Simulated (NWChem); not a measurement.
Species: C3H5N2 cation; SMILES c1[nH]cc[nH+]1

**Question.** Give the equilibrium geometry at PBE0/def2-SVP (NWChem) as a Z-matrix, with the point group.

**Answer.** point group C2v; any orientation.
```
N
H 1 1.0178
C 1 1.3299 2 124.45
N 3 1.3299 1 107.14 2 180.00
H 4 1.0178 3 124.45 1 180.00
C 4 1.3738 5 125.53 3 180.00
C 6 1.3639 4 106.41 5 180.00
H 6 1.0873 7 130.88 1 180.00
H 7 1.0873 6 130.88 8 0.00
H 3 1.0888 1 126.43 2 0.00
```
